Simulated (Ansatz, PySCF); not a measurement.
C₄H₃S, SMILES c1ccs[c]1, multiplicity 2. Atoms are numbered in the order given.

```xyz
8

C      1.2558     0.0561     0.0000
C      0.7348     1.3116     0.0000
C     -0.7042     1.2355     0.0000
C     -1.1822    -0.0501     0.0000
S      0.1139    -1.2220     0.0000
H      1.3073     2.2397     0.0000
H     -1.3516     2.1146     0.0000
H     -2.2179    -0.3879     0.0000
```
Charge 0, spin multiplicity 2.

Geometry: B3LYP-D3(BJ)/def2-SVP. The isomer is the one that the SMILES or the coordinates give; other isomers of the formula were not compared.

Two levels are set side by side: PBE-D3(BJ)/def2-SVP (Ansatz, a first-principles code) and B3LYP-D3(BJ)/def2-SVP (Ansatz). Each level has its own optimised geometry; the coordinates shown are those of the second. Frequencies come from the Hessian of PySCF at each geometry. Differences are taken from unrounded values.

```tsv
quantity	B3LYP-D3(BJ)
mean bond length (Å)	1.363
bond C1–C2 (Å)	1.359
bond C1–S5 (Å)	1.714
bond C2–C3 (Å)	1.441
bond C3–C4 (Å)	1.372
bond C4–S5 (Å)	1.747
bond C2–H6 (Å)	1.090
bond C3–H7 (Å)	1.092
bond C4–H8 (Å)	1.089
highest harmonic wavenumber (cm⁻¹)	3246
mean harmonic wavenumber (cm⁻¹)	1315
zero-point energy (kcal/mol)	33.83
```

Task: What does PBE-D3(BJ) give, and how far is it from B3LYP-D3(BJ)? (An estimate is asked for; the answer gives what the named calculation found.)

Result: 
```csv
quantity,PBE-D3(BJ),PBE-D3(BJ) minus B3LYP-D3(BJ)
mean bond length (Å),1.369,0.006
bond C1–C2 (Å),1.368,0.009
bond C1–S5 (Å),1.714,0.000
bond C2–C3 (Å),1.441,0.000
bond C3–C4 (Å),1.382,0.010
bond C4–S5 (Å),1.748,0.001
bond C2–H6 (Å),1.098,0.008
bond C3–H7 (Å),1.100,0.008
bond C4–H8 (Å),1.097,0.008
highest harmonic wavenumber (cm⁻¹),3182,-64
mean harmonic wavenumber (cm⁻¹),1279,-36
zero-point energy (kcal/mol),32.90,-0.92
```

GGA bonds tend to be longer and softer than those of functionals with exact exchange. Differences between two approximate levels are no errors against the true value.
